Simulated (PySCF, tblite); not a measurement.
Rigid-rotor lines calculated for a species of formula C7H11NSi2 (commonest isotopes; PBE0/pcSseg-1 in PySCF (dipole) on a GFN2-xTB geometry, gas phase), labelled J(Ka,Kc):

```
     transition     MHz
2(0,2) ← 1(0,1)  1599.6
2(1,1) ← 1(1,0)  1609.1
1(1,1) ← 0(0,0)  3386.8
2(1,2) ← 1(1,1)  1590.1
1(0,1) ← 0(0,0)   799.8
```

Question: Find the rotational constants.

Answer: 1(0,1) ← 0(0,0) is B + C, 2(1,1) ← 1(1,0) is 3B + C and 2(1,2) ← 1(1,1) is B + 3C, so B − C is half the difference of the last two, 9.5 MHz. 1(1,1) ← 0(0,0) is A + C. A = 2991.6, B = 404.6, C = 395.2 MHz.

Question: What moments of inertia, asymmetry and inertial defect follow?

Answer: I = 505379 MHz·u·Å² over each constant: Ia = 168.93, Ib = 1248.94, Ic = 1278.93 u·Å²; κ = (2B − A − C)/(A − C) = -0.993 (near-prolate asymmetric top); Δ = Ic − Ia − Ib = -138.94 u·Å².

Question: Which dipole components do these lines need?

Answer: μa and μb (a-type: ΔKa even, ΔKc odd; b-type: both odd). The calculation gives |μa| = 0.18 D, |μb| = 0.95 D, |μc| = 0.71 D.

Question: Where do these fall, and of which type are they? 3(0,3) ← 2(0,2); 3(2,2) ← 3(1,2); 3(2,1) ← 2(1,2); 4(2,3) ← 3(1,3); 2(1,2) ← 2(0,2); 4(4,0) ← 3(3,0); 4(0,4) ← 3(0,3); 4(3,1) ← 3(2,1); 3(3,0) ← 3(2,1); 3(2,1) ← 3(1,2); 3(2,1) ← 2(1,1); 4(0,4) ← 3(1,3); 3(1,3) ← 3(0,3); 2(1,1) ← 2(0,2); 3(3,1) ← 2(2,0).

Answer: 
| transition | MHz | type | branch |
| --- | --- | --- | --- |
| 4(0,4) ← 3(1,3) | 636 | b | R |
| 3(0,3) ← 2(0,2) | 2399 | a | R |
| 3(1,3) ← 3(0,3) | 2563 | c | Q |
| 2(1,2) ← 2(0,2) | 2577 | c | Q |
| 2(1,1) ← 2(0,2) | 2606 | b | Q |
| 4(0,4) ← 3(0,3) | 3199 | a | R |
| 3(2,2) ← 3(1,2) | 7747 | c | Q |
| 3(2,1) ← 3(1,2) | 7747 | b | Q |
| 3(2,1) ← 2(1,1) | 10160 | c | R |
| 3(2,1) ← 2(1,2) | 10189 | b | R |
| 4(2,3) ← 3(1,3) | 11003 | c | R |
| 3(3,0) ← 3(2,1) | 12958 | b | Q |
| 3(3,1) ← 2(2,0) | 15358 | b | R |
| 4(3,1) ← 3(2,1) | 16158 | c | R |
| 4(4,0) ← 3(3,0) | 21341 | c | R |

Question: Which structure gave them?

Answer: `C=N[SiH2][SiH2]c1ccccc1`, point group C1. Three constants can't fix a structure by themselves; this is the one that was computed:
```xyz
21
C7H11NSi2 angstrom
C      4.779    0.039    0.300
N      3.714   -0.319   -0.242
Si     2.189    0.407   -0.545
Si     0.747   -0.742    0.853
C     -1.022   -0.311    0.361
C     -1.638   -0.962   -0.703
C     -2.922   -0.637   -1.099
C     -3.619    0.357   -0.433
C     -3.023    1.018    0.628
C     -1.738    0.685    1.016
H      4.974    1.042    0.692
H      5.595   -0.673    0.401
H      2.023    0.125   -1.972
H      2.119    1.872   -0.377
H      0.898   -0.393    2.276
H      0.866   -2.205    0.776
H     -1.099   -1.740   -1.227
H     -3.382   -1.158   -1.927
H     -4.624    0.613   -0.738
H     -3.563    1.794    1.153
H     -1.283    1.204    1.849
```

The values belong to one conformer (point group C1) with, in the numbering `[CH2:1]=[N:2][SiH2:3][SiH2:4][c:5]1[cH:6][cH:7][cH:8][cH:9][cH:10]1`, C1–N2–Si3–Si4 -111°, N2–Si3–Si4–C5 -168°, Si3–Si4–C5–C6 82°. Its lowest GFN2-xTB frequency is 7 cm⁻¹, too small to tell a flat minimum from a shallow saddle. No vibrational averaging or centrifugal distortion is included, and the geometry carries the error of its method. Quadrupole hyperfine structure (14N) is left out.
